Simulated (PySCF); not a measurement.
Molecule: SMILES CC[C@H](CCl)OCF, C5H10ClFO.

Bonds (- single, = double, # triple, : aromatic): C1-C2, C2-C3, C3-C4, C4-Cl5, C3-O6, O6-C7, C7-F8. C1 carries H9, H10, H11; C2 carries H12, H13; C3 carries H14; C4 carries H15, H16; C7 carries H17, H18. Stereochemistry as in CC[C@H](CCl)OCF. H12, H15, H18 are pro-R; H13, H16, H17 are pro-S.

Frames of a GFN2-xTB Langevin trajectory at 300 K; GIAO PBE0/pcSseg-1 shieldings in PySCF, gas phase, non-relativistic; equivalent atoms averaged within each frame.

δ = σ(ref) − σ, references computed at the same level: 13C (186.93 ppm), 1H (31.72 ppm) vs TMS; 35Cl (949.78 ppm) vs HCl; H2O for 17O (336.08 ppm); CFCl3 for 19F (170.95 ppm). The references are static minima.

How do the shifts (ppm) fluctuate along the trajectory?

## Answers


```tsv
time (fs)	C7	C3	C4	C2	C1	Cl5	O6	F8	H18	H17
250	104.7	95.8	51.6	29.6	4.3	87	112.5	-171.9	5.60	4.44
425	107.5	95.0	54.8	24.2	3.0	93	126.5	-158.9	6.36	5.10
625	111.4	93.0	47.4	28.5	8.7	44	137.0	-140.9	6.25	6.15
800	111.8	87.3	42.9	26.5	5.2	63	130.7	-152.4	7.65	5.41
1000	107.8	87.3	56.4	21.5	2.5	95	106.9	-144.1	6.05	5.81
mean of frames	108.6	91.7	50.6	26.1	4.7	76	122.7	-153.6	6.38	5.38
standard deviation	2.9	4.1	5.5	3.2	2.4	22	12.6	12.4	0.77	0.66
```

5 frames give an uncertainty of the mean of about the standard deviation over 2.2 at best, since frames this close in time may not be independent; classical motion lacks zero-point vibration, and the reference would need the same averaging.
